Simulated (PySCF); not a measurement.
C3H10Si, charge +1, doublet, at a GFN2-xTB geometry (a state made from the parent by changing its charge; the spin is typed, not shown lowest). Base run: SVWN5/3-21G in PySCF.

PySCF was given this input:
```python
from pyscf import gto, scf, dft

mol = gto.M(
    atom='''
Si   -0.090040    0.195510    0.407828
C    -0.755727    1.488077   -0.856975
C     1.599965   -0.209282   -0.503925
C    -0.688291   -1.620513    0.648148
H    -0.233322    0.830026    1.724738
H    -0.711558    1.098673   -1.870788
H    -1.791306    1.694049   -0.595595
H    -0.202650    2.423421   -0.819685
H     2.166872   -0.875856    0.136537
H     1.429006   -0.679395   -1.467207
H     2.132126    0.725844   -0.638977
H    -0.640590   -2.172695   -0.286850
H    -1.720290   -1.579545    0.989420
H    -0.103407   -2.151342    1.395333
''',
    basis='3-21g',
    charge=1,
    spin=1,
    verbose=4,
)

mf = dft.UKS(mol)
mf.xc = 'lda,vwn'
mf.kernel()
mf.analyze()
```

Variants of this job, named by their change:

| change | ΔE vs base (mEh) | fitting functions |
|---|---|---|
| base | 0.000 | - |
| auxbasis = def2-universal-jfit | -0.611 | 308 |
| auxbasis = def2-tzvp-ri | -18.511 | 491 |
| auxbasis = cc-pvqz-jkfit | -0.212 | 976 |
| auxbasis = even-tempered beta=2.0 | -8.112 | 319 |
| auxbasis = def2-svp-ri | -449.5 | 346 |
| auxbasis = def2-universal-jkfit | -0.274 | 533 |
| auxbasis = cc-pvdz-jkfit | -0.311 | 552 |
| auxbasis = even-tempered beta=1.6 | -7.319 | 465 |
| auxbasis = even-tempered beta=3.0 | -11.701 | 211 |

A fitting set is made for a task (jfit for Coulomb, jkfit for Coulomb and exchange, ri for correlation) and for a family of orbital bases.

Open shells are given as the SCF converged; they aren't shown to be the lowest states, and a large step between rows can be another state.
